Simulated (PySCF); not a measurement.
Rotational lines of BeCl⁻

Lines J+1 ← J of the vibrational ground state, computed from RHF-CCSD(T) constants of BeCl⁻, ¹Σ⁺ (singlet), closed shell (basis Be aug-cc-pVDZ-DK, Cl aug-cc-pVDZ-DK; spin-free X2C with a Gaussian nucleus; PySCF 2.14; masses 9.0122 and 34.9689 u), in MHz:

```
J   ν (MHz)
0   36053.3
1   72104.3
2  108150.9
3  144190.9
4  180222.0
```

Find B0 and the effective bond length r0; with αe = 0.0111 cm⁻¹, find Re.

ν = 2B0(J+1) − 4D(J+1)³ gives B0 = 0.60131 cm⁻¹. With the reduced mass μred = 7.1655 u, r0 = √(16.8576/(μred·B0)) (u, cm⁻¹, Å) = 1.9780 Å. Be = B0 + αe/2 = 0.60686 cm⁻¹ gives Re = 1.969 Å.

Correlated steps freeze 5 core orbitals.
